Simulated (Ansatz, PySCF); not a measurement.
Dissociation curve of LiNa, singlet.

UHF/cc-pVQZ (Ansatz, an electronic-structure program); RHF/cc-pVQZ (Ansatz); UKS-PBE = Ansatz with unrestricted PBE/cc-pVQZ; RKS-PBE = restricted PBE/cc-pVQZ in Ansatz; UKS-CAM-B3LYP = unrestricted CAM-B3LYP/cc-pVQZ (Ansatz); RKS-CAM-B3LYP = Ansatz with restricted CAM-B3LYP/cc-pVQZ; UKS-B3LYP/6-31G* = unrestricted B3LYP/6-31G*, spherical d (PySCF); RKS-B3LYP/6-31G* = restricted B3LYP/6-31G*, spherical d run with PySCF 2.14.0; UKS-B3LYP/LANL2DZ = unrestricted B3LYP/LANL2DZ, with its core potentials past Ne (PySCF); RKS-B3LYP/LANL2DZ = restricted B3LYP/LANL2DZ, with its core potentials past Ne run with PySCF.

Scanned distances (Å): 2.35, 2.52, 2.62, 2.74, 2.78, 2.93, 2.98, 3.11, 3.27, 3.37, 3.59, 3.94, 4.37, 4.89, 5.34, 5.81, 6.45, 7.24, 7.97, 8.87.

Q: Where does the unrestricted solution first break spin symmetry (<S²> of 0.01 or more)?

A: UHF: already at 2.35 Å; UKS-PBE: between 3.59 and 3.94 Å; UKS-CAM-B3LYP: between 3.59 and 3.94 Å; UKS-B3LYP/6-31G*: between 3.59 and 3.94 Å; UKS-B3LYP/LANL2DZ: between 3.59 and 3.94 Å.

```json
[
 {"R / Å": "2.35", "<S²> UHF": "0.36", "E(RHF) − E(UHF) / kcal/mol": "1.1", "<S²> UKS-PBE": "0.00", "E(RKS-PBE) − E(UKS-PBE) / kcal/mol": "0.0", "<S²> UKS-CAM-B3LYP": "0.00", "E(RKS-CAM-B3LYP) − E(UKS-CAM-B3LYP) / kcal/mol": "0.0", "<S²> UKS-B3LYP/6-31G*": "0.00", "E(RKS-B3LYP/6-31G*) − E(UKS-B3LYP/6-31G*) / kcal/mol": "0.0", "<S²> UKS-B3LYP/LANL2DZ": "0.00", "E(RKS-B3LYP/LANL2DZ) − E(UKS-B3LYP/LANL2DZ) / kcal/mol": "0.0"},
 {"R / Å": "2.52", "<S²> UHF": "0.30", "E(RHF) − E(UHF) / kcal/mol": "0.7", "<S²> UKS-PBE": "0.00", "E(RKS-PBE) − E(UKS-PBE) / kcal/mol": "0.0", "<S²> UKS-CAM-B3LYP": "0.00", "E(RKS-CAM-B3LYP) − E(UKS-CAM-B3LYP) / kcal/mol": "0.0", "<S²> UKS-B3LYP/6-31G*": "0.00", "E(RKS-B3LYP/6-31G*) − E(UKS-B3LYP/6-31G*) / kcal/mol": "0.0", "<S²> UKS-B3LYP/LANL2DZ": "0.00", "E(RKS-B3LYP/LANL2DZ) − E(UKS-B3LYP/LANL2DZ) / kcal/mol": "0.0"},
 {"R / Å": "2.62", "<S²> UHF": "0.26", "E(RHF) − E(UHF) / kcal/mol": "0.5", "<S²> UKS-PBE": "0.00", "E(RKS-PBE) − E(UKS-PBE) / kcal/mol": "0.0", "<S²> UKS-CAM-B3LYP": "0.00", "E(RKS-CAM-B3LYP) − E(UKS-CAM-B3LYP) / kcal/mol": "0.0", "<S²> UKS-B3LYP/6-31G*": "0.00", "E(RKS-B3LYP/6-31G*) − E(UKS-B3LYP/6-31G*) / kcal/mol": "0.0", "<S²> UKS-B3LYP/LANL2DZ": "0.00", "E(RKS-B3LYP/LANL2DZ) − E(UKS-B3LYP/LANL2DZ) / kcal/mol": "0.0"},
 {"R / Å": "2.74", "<S²> UHF": "0.25", "E(RHF) − E(UHF) / kcal/mol": "0.4", "<S²> UKS-PBE": "0.00", "E(RKS-PBE) − E(UKS-PBE) / kcal/mol": "0.0", "<S²> UKS-CAM-B3LYP": "0.00", "E(RKS-CAM-B3LYP) − E(UKS-CAM-B3LYP) / kcal/mol": "0.0", "<S²> UKS-B3LYP/6-31G*": "0.00", "E(RKS-B3LYP/6-31G*) − E(UKS-B3LYP/6-31G*) / kcal/mol": "0.0", "<S²> UKS-B3LYP/LANL2DZ": "0.00", "E(RKS-B3LYP/LANL2DZ) − E(UKS-B3LYP/LANL2DZ) / kcal/mol": "0.0"},
 {"R / Å": "2.78", "<S²> UHF": "0.27", "E(RHF) − E(UHF) / kcal/mol": "0.5", "<S²> UKS-PBE": "0.00", "E(RKS-PBE) − E(UKS-PBE) / kcal/mol": "0.0", "<S²> UKS-CAM-B3LYP": "0.00", "E(RKS-CAM-B3LYP) − E(UKS-CAM-B3LYP) / kcal/mol": "0.0", "<S²> UKS-B3LYP/6-31G*": "0.00", "E(RKS-B3LYP/6-31G*) − E(UKS-B3LYP/6-31G*) / kcal/mol": "0.0", "<S²> UKS-B3LYP/LANL2DZ": "0.00", "E(RKS-B3LYP/LANL2DZ) − E(UKS-B3LYP/LANL2DZ) / kcal/mol": "0.0"},
 {"R / Å": "2.93", "<S²> UHF": "0.35", "E(RHF) − E(UHF) / kcal/mol": "0.9", "<S²> UKS-PBE": "0.00", "E(RKS-PBE) − E(UKS-PBE) / kcal/mol": "0.0", "<S²> UKS-CAM-B3LYP": "0.00", "E(RKS-CAM-B3LYP) − E(UKS-CAM-B3LYP) / kcal/mol": "0.0", "<S²> UKS-B3LYP/6-31G*": "0.00", "E(RKS-B3LYP/6-31G*) − E(UKS-B3LYP/6-31G*) / kcal/mol": "0.0", "<S²> UKS-B3LYP/LANL2DZ": "0.00", "E(RKS-B3LYP/LANL2DZ) − E(UKS-B3LYP/LANL2DZ) / kcal/mol": "0.0"},
 {"R / Å": "2.98", "<S²> UHF": "0.38", "E(RHF) − E(UHF) / kcal/mol": "1.1", "<S²> UKS-PBE": "0.00", "E(RKS-PBE) − E(UKS-PBE) / kcal/mol": "0.0", "<S²> UKS-CAM-B3LYP": "0.00", "E(RKS-CAM-B3LYP) − E(UKS-CAM-B3LYP) / kcal/mol": "0.0", "<S²> UKS-B3LYP/6-31G*": "0.00", "E(RKS-B3LYP/6-31G*) − E(UKS-B3LYP/6-31G*) / kcal/mol": "0.0", "<S²> UKS-B3LYP/LANL2DZ": "0.00", "E(RKS-B3LYP/LANL2DZ) − E(UKS-B3LYP/LANL2DZ) / kcal/mol": "0.0"},
 {"R / Å": "3.11", "<S²> UHF": "0.45", "E(RHF) − E(UHF) / kcal/mol": "1.7", "<S²> UKS-PBE": "0.00", "E(RKS-PBE) − E(UKS-PBE) / kcal/mol": "0.0", "<S²> UKS-CAM-B3LYP": "0.00", "E(RKS-CAM-B3LYP) − E(UKS-CAM-B3LYP) / kcal/mol": "0.0", "<S²> UKS-B3LYP/6-31G*": "0.00", "E(RKS-B3LYP/6-31G*) − E(UKS-B3LYP/6-31G*) / kcal/mol": "0.0", "<S²> UKS-B3LYP/LANL2DZ": "0.00", "E(RKS-B3LYP/LANL2DZ) − E(UKS-B3LYP/LANL2DZ) / kcal/mol": "0.0"},
 {"R / Å": "3.27", "<S²> UHF": "0.53", "E(RHF) − E(UHF) / kcal/mol": "2.5", "<S²> UKS-PBE": "0.00", "E(RKS-PBE) − E(UKS-PBE) / kcal/mol": "0.0", "<S²> UKS-CAM-B3LYP": "0.00", "E(RKS-CAM-B3LYP) − E(UKS-CAM-B3LYP) / kcal/mol": "0.0", "<S²> UKS-B3LYP/6-31G*": "0.00", "E(RKS-B3LYP/6-31G*) − E(UKS-B3LYP/6-31G*) / kcal/mol": "0.0", "<S²> UKS-B3LYP/LANL2DZ": "0.00", "E(RKS-B3LYP/LANL2DZ) − E(UKS-B3LYP/LANL2DZ) / kcal/mol": "0.0"},
 {"R / Å": "3.37", "<S²> UHF": "0.57", "E(RHF) − E(UHF) / kcal/mol": "3.1", "<S²> UKS-PBE": "0.00", "E(RKS-PBE) − E(UKS-PBE) / kcal/mol": "0.0", "<S²> UKS-CAM-B3LYP": "0.00", "E(RKS-CAM-B3LYP) − E(UKS-CAM-B3LYP) / kcal/mol": "0.0", "<S²> UKS-B3LYP/6-31G*": "0.00", "E(RKS-B3LYP/6-31G*) − E(UKS-B3LYP/6-31G*) / kcal/mol": "0.0", "<S²> UKS-B3LYP/LANL2DZ": "0.00", "E(RKS-B3LYP/LANL2DZ) − E(UKS-B3LYP/LANL2DZ) / kcal/mol": "0.0"},
 {"R / Å": "3.59", "<S²> UHF": "0.66", "E(RHF) − E(UHF) / kcal/mol": "4.8", "<S²> UKS-PBE": "0.00", "E(RKS-PBE) − E(UKS-PBE) / kcal/mol": "0.0", "<S²> UKS-CAM-B3LYP": "0.00", "E(RKS-CAM-B3LYP) − E(UKS-CAM-B3LYP) / kcal/mol": "0.0", "<S²> UKS-B3LYP/6-31G*": "0.00", "E(RKS-B3LYP/6-31G*) − E(UKS-B3LYP/6-31G*) / kcal/mol": "0.0", "<S²> UKS-B3LYP/LANL2DZ": "0.00", "E(RKS-B3LYP/LANL2DZ) − E(UKS-B3LYP/LANL2DZ) / kcal/mol": "0.0"},
 {"R / Å": "3.94", "<S²> UHF": "0.78", "E(RHF) − E(UHF) / kcal/mol": "7.9", "<S²> UKS-PBE": "0.17", "E(RKS-PBE) − E(UKS-PBE) / kcal/mol": "0.1", "<S²> UKS-CAM-B3LYP": "0.38", "E(RKS-CAM-B3LYP) − E(UKS-CAM-B3LYP) / kcal/mol": "0.7", "<S²> UKS-B3LYP/6-31G*": "0.05", "E(RKS-B3LYP/6-31G*) − E(UKS-B3LYP/6-31G*) / kcal/mol": "0.0", "<S²> UKS-B3LYP/LANL2DZ": "0.18", "E(RKS-B3LYP/LANL2DZ) − E(UKS-B3LYP/LANL2DZ) / kcal/mol": "0.1"},
 {"R / Å": "4.37", "<S²> UHF": "0.87", "E(RHF) − E(UHF) / kcal/mol": "12.4", "<S²> UKS-PBE": "0.42", "E(RKS-PBE) − E(UKS-PBE) / kcal/mol": "0.8", "<S²> UKS-CAM-B3LYP": "0.66", "E(RKS-CAM-B3LYP) − E(UKS-CAM-B3LYP) / kcal/mol": "3.0", "<S²> UKS-B3LYP/6-31G*": "0.47", "E(RKS-B3LYP/6-31G*) − E(UKS-B3LYP/6-31G*) / kcal/mol": "0.8", "<S²> UKS-B3LYP/LANL2DZ": "0.53", "E(RKS-B3LYP/LANL2DZ) − E(UKS-B3LYP/LANL2DZ) / kcal/mol": "1.1"},
 {"R / Å": "4.89", "<S²> UHF": "0.94", "E(RHF) − E(UHF) / kcal/mol": "18.1", "<S²> UKS-PBE": "0.68", "E(RKS-PBE) − E(UKS-PBE) / kcal/mol": "2.2", "<S²> UKS-CAM-B3LYP": "0.84", "E(RKS-CAM-B3LYP) − E(UKS-CAM-B3LYP) / kcal/mol": "6.7", "<S²> UKS-B3LYP/6-31G*": "0.75", "E(RKS-B3LYP/6-31G*) − E(UKS-B3LYP/6-31G*) / kcal/mol": "2.8", "<S²> UKS-B3LYP/LANL2DZ": "0.77", "E(RKS-B3LYP/LANL2DZ) − E(UKS-B3LYP/LANL2DZ) / kcal/mol": "3.3"},
 {"R / Å": "5.34", "<S²> UHF": "0.97", "E(RHF) − E(UHF) / kcal/mol": "22.7", "<S²> UKS-PBE": "0.83", "E(RKS-PBE) − E(UKS-PBE) / kcal/mol": "3.7", "<S²> UKS-CAM-B3LYP": "0.92", "E(RKS-CAM-B3LYP) − E(UKS-CAM-B3LYP) / kcal/mol": "10.1", "<S²> UKS-B3LYP/6-31G*": "0.88", "E(RKS-B3LYP/6-31G*) − E(UKS-B3LYP/6-31G*) / kcal/mol": "5.0", "<S²> UKS-B3LYP/LANL2DZ": "0.88", "E(RKS-B3LYP/LANL2DZ) − E(UKS-B3LYP/LANL2DZ) / kcal/mol": "5.4"},
 {"R / Å": "5.81", "<S²> UHF": "0.98", "E(RHF) − E(UHF) / kcal/mol": "27.2", "<S²> UKS-PBE": "0.93", "E(RKS-PBE) − E(UKS-PBE) / kcal/mol": "5.4", "<S²> UKS-CAM-B3LYP": "0.96", "E(RKS-CAM-B3LYP) − E(UKS-CAM-B3LYP) / kcal/mol": "13.5", "<S²> UKS-B3LYP/6-31G*": "0.94", "E(RKS-B3LYP/6-31G*) − E(UKS-B3LYP/6-31G*) / kcal/mol": "7.1", "<S²> UKS-B3LYP/LANL2DZ": "0.94", "E(RKS-B3LYP/LANL2DZ) − E(UKS-B3LYP/LANL2DZ) / kcal/mol": "7.6"},
 {"R / Å": "6.45", "<S²> UHF": "0.99", "E(RHF) − E(UHF) / kcal/mol": "32.4", "<S²> UKS-PBE": "0.98", "E(RKS-PBE) − E(UKS-PBE) / kcal/mol": "7.5", "<S²> UKS-CAM-B3LYP": "0.99", "E(RKS-CAM-B3LYP) − E(UKS-CAM-B3LYP) / kcal/mol": "17.5", "<S²> UKS-B3LYP/6-31G*": "0.98", "E(RKS-B3LYP/6-31G*) − E(UKS-B3LYP/6-31G*) / kcal/mol": "9.6", "<S²> UKS-B3LYP/LANL2DZ": "0.98", "E(RKS-B3LYP/LANL2DZ) − E(UKS-B3LYP/LANL2DZ) / kcal/mol": "10.2"},
 {"R / Å": "7.24", "<S²> UHF": "1.00", "E(RHF) − E(UHF) / kcal/mol": "37.6", "<S²> UKS-PBE": "1.00", "E(RKS-PBE) − E(UKS-PBE) / kcal/mol": "9.4", "<S²> UKS-CAM-B3LYP": "1.00", "E(RKS-CAM-B3LYP) − E(UKS-CAM-B3LYP) / kcal/mol": "21.4", "<S²> UKS-B3LYP/6-31G*": "0.99", "E(RKS-B3LYP/6-31G*) − E(UKS-B3LYP/6-31G*) / kcal/mol": "11.9", "<S²> UKS-B3LYP/LANL2DZ": "0.99", "E(RKS-B3LYP/LANL2DZ) − E(UKS-B3LYP/LANL2DZ) / kcal/mol": "12.5"},
 {"R / Å": "7.97", "<S²> UHF": "1.00", "E(RHF) − E(UHF) / kcal/mol": "41.4", "<S²> UKS-PBE": "1.00", "E(RKS-PBE) − E(UKS-PBE) / kcal/mol": "10.4", "<S²> UKS-CAM-B3LYP": "1.00", "E(RKS-CAM-B3LYP) − E(UKS-CAM-B3LYP) / kcal/mol": "24.0", "<S²> UKS-B3LYP/6-31G*": "1.00", "E(RKS-B3LYP/6-31G*) − E(UKS-B3LYP/6-31G*) / kcal/mol": "13.3", "<S²> UKS-B3LYP/LANL2DZ": "1.00", "E(RKS-B3LYP/LANL2DZ) − E(UKS-B3LYP/LANL2DZ) / kcal/mol": "14.0"},
 {"R / Å": "8.87", "<S²> UHF": "1.00", "E(RHF) − E(UHF) / kcal/mol": "44.9", "<S²> UKS-PBE": "1.00", "E(RKS-PBE) − E(UKS-PBE) / kcal/mol": "11.2", "<S²> UKS-CAM-B3LYP": "1.00", "E(RKS-CAM-B3LYP) − E(UKS-CAM-B3LYP) / kcal/mol": "26.4", "<S²> UKS-B3LYP/6-31G*": "1.00", "E(RKS-B3LYP/6-31G*) − E(UKS-B3LYP/6-31G*) / kcal/mol": "14.5", "<S²> UKS-B3LYP/LANL2DZ": "1.00", "E(RKS-B3LYP/LANL2DZ) − E(UKS-B3LYP/LANL2DZ) / kcal/mol": "15.2"}
]
```
